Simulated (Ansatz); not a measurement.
Consider the redistribution: `OB(O)Br` + `B[SiH2]O[SiH2]F` → `BB(O)Br` + `O[SiH2]O[SiH2]F`.

Gas-phase electronic energies from Ansatz, PBE0-D4/def2-TZVP geometries. CCSD(T)/CBS is the MP2 limit (def2-TZVPP, def2-QZVPP) plus CCSD(T) − MP2 in def2-TZVPP, frozen cores. Functionals use def2-TZVPP. B3LYP here is the variant with VWN-RPA as its local correlation; programs differ in this. For Br outer-core shells are correlated without core-valence functions, which leaves a few kJ/mol of doubt a bond. Scalar relativity is left out up to krypton. Each species was taken in one conformer, which may not be the lowest.

`OB(O)Br`:

Z-matrix (Å, degrees):
```
B
O 1 1.347
Br 1 1.936 2 117.8
O 1 1.354 2 121.5 3 -180.0
H 2 0.962 1 112.1 3 180.0
H 4 0.960 1 113.7 2 -180.0
```

`B[SiH2]O[SiH2]F`:

```xyz
11

B     0.880    1.037    1.530
Si   -0.212   -0.598    1.149
O    -0.686   -0.768   -0.423
Si   -0.485   -0.213   -1.927
F     1.065   -0.250   -2.307
H     1.166    1.855    0.706
H     1.270    1.219    2.647
H    -1.445   -0.566    1.986
H     0.565   -1.811    1.531
H    -0.917    1.199   -2.030
H    -1.201   -1.103   -2.863
```

`BB(O)Br`:

Cartesian coordinates in Å:
```
B 1.128 0.479 0.228
B -0.349 -0.207 -0.101
O -0.696 -1.354 -0.694
Br -1.733 1.022 0.568
H 1.666 0.306 1.282
H 1.631 1.255 -0.531
H -1.646 -1.501 -0.752
```

`O[SiH2]O[SiH2]F`:

Cartesian coordinates in Å:
```
O -1.701 0.377 -1.644
Si -0.408 0.966 -0.835
O 0.405 -0.228 -0.066
Si 0.776 -0.973 1.322
F 2.200 -0.462 1.821
H -1.549 -0.131 -2.442
H -0.960 1.912 0.158
H 0.555 1.601 -1.764
H -0.206 -0.636 2.376
H 0.888 -2.425 1.074
```

(1) Is it downhill or uphill in electronic energy at CCSD(T)/CBS, and by how much? (An estimate is asked.)

(2) What do these levels give: PBE-D4, ωB97X-V, PBE, r2SCAN, B3LYP, HF/def2-TZVPP, MP2/def2-TZVPP, CCSD(T)/def2-TZVPP, HF/def2-QZVPP, MP2/def2-QZVPP, SCS-MP2/def2-QZVPP, HF/CBS(def2)? (An estimate is asked.)

Largest T1 diagnostic among the species: 0.012.

Results:

(1) The calculation gave: Nearly level: ΔE = -0.03 eV.

(2) Computed: PBE-D4 0.04, ωB97X-V 0.03, PBE 0.03, r2SCAN -0.01, B3LYP -0.02, HF/def2-TZVPP 0.00, MP2/def2-TZVPP -0.04, CCSD(T)/def2-TZVPP 0.00, HF/def2-QZVPP -0.02, MP2/def2-QZVPP -0.07, SCS-MP2/def2-QZVPP -0.06, HF/CBS(def2) -0.02 eV.
